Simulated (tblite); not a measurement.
C6H12N2.
Numbering: `[CH2:1]=[CH:2][CH2:3][NH:4][N:5]=[C:6]([CH3:7])[CH3:8]` (hydrogens: H9, H10 on C1; H11 on C2; H12, H13 on C3; H14 on N4; H15, H16, H17 on C7; H18, H19, H20 on C8)

Geometry (GFN2-xTB, Å), atoms numbered from 1 in this order:
```xyz
20
C6H12N2 angstrom
C      3.941    0.314   -0.028
C      2.749    0.728    0.358
C      1.547    0.780   -0.532
N      0.417    0.155    0.124
N     -0.790    0.543   -0.333
C     -1.838   -0.155   -0.175
C     -1.890   -1.526    0.454
C     -3.133    0.431   -0.642
H      4.123   -0.017   -1.038
H      4.787    0.299    0.638
H      2.573    1.054    1.375
H      1.256    1.821   -0.707
H      1.775    0.319   -1.505
H      0.550   -0.835    0.327
H     -1.650   -1.466    1.517
H     -1.166   -2.196   -0.015
H     -2.880   -1.958    0.344
H     -3.843    0.480    0.183
H     -3.567   -0.190   -1.426
H     -2.966    1.431   -1.031
```

Level: GFN2-xTB in tblite, geometry and Hessian alike; calculated harmonic values, unscaled, isolated species. Errors from tens to a few hundred cm⁻¹ against measured bands are possible. One conformer, not necessarily the lowest.

Harmonic wavenumbers (cm⁻¹): 40.8, 58.7, 92.0, 126.9, 150.1, 168.2, 274.6, 293.6, 309.5, 412.3, 415.8, 482.0, 557.0, 633.4, 674.6, 851.4, 898.1, 913.0, 956.8, 968.4, 973.4, 1021.4, 1049.4, 1058.2, 1095.7, 1127.3, 1179.1, 1233.3, 1254.1, 1264.7, 1314.0, 1371.8, 1388.1, 1393.4, 1415.8, 1458.9, 1473.9, 1475.2, 1486.4, 1491.8, 1717.2, 1720.3, 2851.2, 2954.9, 2971.7, 2991.8, 2993.9, 3006.5, 3052.9, 3065.2, 3070.1, 3095.5, 3125.4, 3260.0.

A = 6387, B = 785.6, C = 725.3 MHz; mass 112.100 u (most abundant isotopes); point group C1, symmetry number 1.

Problem. Zero-point energy?

Solution. ½Σν̃ = 37340 cm⁻¹ = 446.68 kJ/mol.

Problem. What is S at 298.15 K and 1 bar for an ideal gas of classical rigid rotors and harmonic oscillators?

Solution. Translation 167.71, rotation 120.79, vibration 130.01: S = 418.5 J/(mol K).

Problem. And Cp and H(298.15 K) − H(0)?

Solution. Cp = 158.58 J/(mol K), of which vibrations give 125.32 (their classical limit is 54 R = 449.0); H(298.15 K) − H(0) = 29.61 kJ/mol without the zero-point energy, 19.69 from vibrations.

Problem. What must be added to the electronic energy to get the Gibbs energy at 298.15 K and 1 bar?

Solution. ZPE + [H(298.15 K) − H(0)] − T·S = 446.68 + 29.61 − 124.78 = 351.51 kJ/mol.

Problem. Which modes carry the vibrational entropy at 298.15 K?

Solution. 40.8 cm⁻¹: 21.84; 58.7 cm⁻¹: 18.83; 92.0 cm⁻¹: 15.13; 126.9 cm⁻¹: 12.52; 150.1 cm⁻¹: 11.18; 168.2 cm⁻¹: 10.27 J/(mol K); the other 48 give 40.24 together.

Problem. How do the functions run with temperature in this model?

Solution. 
| T (K) | S (J/(mol K)) | Cp (J/(mol K)) | H − H(0) (kJ/mol) | G − H(0) (kJ/mol) | ln q(vib) |
| --- | --- | --- | --- | --- | --- |
| 100 | 294.4 | 82.7 | 5.78 | -23.66 | 2.13 |
| 200 | 363.5 | 120.2 | 15.96 | -56.74 | 5.02 |
| 300 | 419.5 | 159.3 | 29.90 | -95.95 | 7.74 |
| 500 | 519.6 | 236.6 | 69.76 | -190.05 | 12.95 |
| 800 | 649.7 | 316.6 | 153.73 | -366.03 | 20.38 |
| 1000 | 724.4 | 352.4 | 220.81 | -503.58 | 25.03 |

q(vib) and H(0) count from the zero-point level.

Hindered rotation and anharmonicity are outside this model. Other conformers, if any are populated, would add a mixing term that is left out. The structure is chiral; the term R ln 2 for an equal mix with its mirror image is left out.
